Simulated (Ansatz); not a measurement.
**A basis-limit estimate, worked out**

An elementary step of SiNH3OF2, singlet (SiNH₃OF₂ ([NH2][Si]([OH])([F])[F]) → SiOF₂ ([O][Si]([F])[F]) + NH₃ (still joined by a long Si–N bond); bonds formed: N2–H4; bonds broken: O3–H4; bonds weakened to dative contacts: Si1–N2). “Start” is the structure reached by relaxing down from the saddle towards the reactants; PBE0-D4/def2-TZVP structures. The saddle:

```xyz
8
angstrom
Si -0.8058 0.2234 0.2137
N 0.9417 -0.1792 -0.1374
O -1.2054 -0.6422 -1.0203
H 0.1842 -0.7115 -0.9554
F -0.9732 1.7936 0.2170
F -1.1429 -0.2270 1.6893
H 1.4443 -0.7990 0.4851
H 1.5569 0.5420 -0.4919
```

Ansatz 0.2.0; basis: def2-TZVPP and def2-QZVPP; cores frozen in the correlated methods.

Energies in eV:

| quantity | saddle | start |
| --- | --- | --- |
| Hartree–Fock, triple zeta (X = 3) | -16849.11770 | -16851.63142 |
| Hartree–Fock, quadruple zeta (X = 4) | -16849.82107 | -16852.34554 |
| MP2 correlation, X = 3 | -29.58610 | -28.93087 |
| MP2 correlation, X = 4 | -32.15720 | -31.50365 |
| CCSD(T) correlation, X = 3 | -30.76913 | -30.19098 |

Question: Work out the barrier at the basis limit: extrapolate Hartree–Fock as E(X) = E∞ + A exp(−7.88 √X) and the MP2 correlation as E(X) = E∞ + B X^−2.97 (the exponents that Neese and Valeev fitted for def2-TZVPP and QZVPP), then add CCSD(T) − MP2 in triple zeta.

Answer: Each step is linear, so take the differences first (saddle − start): Hartree–Fock 2.51372 (X = 3) and 2.52447 (X = 4); MP2 correlation -0.65523 and -0.65355; CCSD(T) correlation -0.57815.
Two points give E∞ = E(4) + w [E(4) − E(3)], with w = 1/(exp(7.88 (2 − √3)) − 1) = 0.1377 for Hartree–Fock and w = 1/((4/3)^2.97 − 1) = 0.7407 for the correlation.
Hartree–Fock: 2.52447 + 0.1377 × 0.01075 = 2.5260 eV.
MP2 correlation: -0.65355 + 0.7407 × 0.00168 = -0.6523 eV.
CCSD(T) − MP2: -0.57815 − (-0.65523) = 0.0771 eV.
Sum: 2.5260 + (-0.6523) + 0.0771 = 1.9508 eV, or 44.99 kcal/mol. Plain CCSD(T) in triple zeta gives 1.9356 eV, so the larger basis shifts the result by 0.0152 eV.

T1 diagnostic: at most 0.013.

Labels in which every atom is bracketed show which atoms are joined, not bond orders.

For scale, one of the runs: CCSD(T)/def2-TZVPP, 208 basis functions, launched by `ansatz run in.yaml --threads 4 --pin off --events-out ev --progress --plain --max-ram 9574MiB`. Hardware: 4 CPU threads of an Arm Neoverse V1, shared host. Wall time 76 s; peak host memory 3 GiB.
